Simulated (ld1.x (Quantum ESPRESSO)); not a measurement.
gold, PAW: configuration errors across variants

```
Element                 : gold (Au)
Generator               : ld1.x (Quantum ESPRESSO) 7.5
Type                    : PAW
Functional              : PBEsol
Relativity              : fully relativistic
Frozen core             : [Xe] 4f14
Valence charge          : 11
Reference configuration : 5d10 6s1 6p0
Partial waves           : 6s (bound): rcut 1.75, rcutus 2.35 bohr; 6s channel at 1.45 Ry: rcut 1.75, rcutus 2.35 bohr; 6p (bound, empty): rcut 2.80, rcutus 3.15 bohr; 6p channel at 1 Ry: rcut 2.80, rcutus 3.15 bohr; 5d (bound): rcut 1.05, rcutus 1.40 bohr; 5d channel at -0.2 Ry: rcut 1.05, rcutus 1.40 bohr
Local potential         : all-electron potential smoothed inside 1.70 bohr (lloc = -1)
Core correction         : Bessel-smoothed model core inside 1.35 bohr
Augmentation charge     : PSQ, radius 0.90 bohr
```

Open shells are filled in proportion to 2j + 1 (rel_dist='average').

All-electron excitation energies from the reference (eV): (1) 5d10 6s0 6p0 9.457; (2) 5d9 6s0 6p0 30.716; (3) 5d8 6s0 6p0 64.624; (4) 5d9 6s2 6p0 1.692; (5) 5d10 6s0.5 6p0 3.800; (6) 5d9 6s1 6p0 12.186; (7) 5d7 6s0 6p0 112.348.

Errors AE − PS in meV (a dash: test not solved or not reliable):

| change | (1) | (2) | (3) | (4) | (5) | (6) | (7) | bound ghosts |
| --- | --- | --- | --- | --- | --- | --- | --- | --- |
| base | -1.8 | -31 | -192 | -23 | -0.4 | -21 | -598 | not determined |
| waves 6p (bound): rcut 1.96, rcutus 2.08 bohr; 6p channel at 1 Ry: rcut 1.96, rcutus 2.08 bohr | -1.8 | -31 | -191 | -23 | -0.4 | -21 | -596 | not determined |
| waves 6p (bound): rcut 2.50, rcutus 2.66 bohr; 6p channel at 1 Ry: rcut 2.50, rcutus 2.66 bohr | -1.8 | -31 | -191 | -23 | -0.4 | -21 | -597 | not determined |
| waves 6p (bound): rcut 2.80, rcutus 3.00 bohr; 6p channel at 1 Ry: rcut 2.80, rcutus 3.00 bohr | -1.8 | -31 | -191 | -23 | -0.4 | -21 | -598 | not determined |
| waves 6p (bound): rcut 2.80, rcutus 3.32 bohr; 6p channel at 1 Ry: rcut 2.80, rcutus 3.32 bohr | -1.8 | -31 | -192 | -23 | -0.4 | -21 | -599 | not determined |
| waves 6p (bound): rcut 2.80, rcutus 3.48 bohr; 6p channel at 1 Ry: rcut 2.80, rcutus 3.48 bohr | -1.8 | -31 | -192 | -23 | -0.4 | -21 | -600 | not determined |
| waves 6p (bound): rcut 2.80, rcutus 3.90 bohr; 6p channel at 1 Ry: rcut 2.80, rcutus 3.90 bohr | -1.8 | -31 | -193 | -23 | -0.4 | -21 | -603 | not determined |
| waves 6p (bound): rcut 2.80, rcutus 4.06 bohr; 6p channel at 1 Ry: rcut 2.80, rcutus 4.06 bohr | -1.8 | -31 | -193 | -23 | -0.4 | -21 | -605 | not determined |
| waves 6p (bound): rcut 2.80, rcutus 4.50 bohr; 6p channel at 1 Ry: rcut 2.80, rcutus 4.50 bohr | -1.8 | -32 | -195 | -23 | -0.3 | -22 | -612 | not determined |
| waves 6p (bound): rcut 2.80, rcutus 4.74 bohr; 6p channel at 1 Ry: rcut 2.80, rcutus 4.74 bohr | -1.8 | -32 | -197 | -23 | -0.4 | -22 | -616 | not determined |

**Question.** Give the same row for: waves 6p (bound): rcut 2.24, rcutus 2.38 bohr; 6p channel at 1 Ry: rcut 2.24, rcutus 2.38 bohr.

**Answer.** -1.8, -31, -191, -23, -0.4, -21, -596; bound ghosts: not determined.
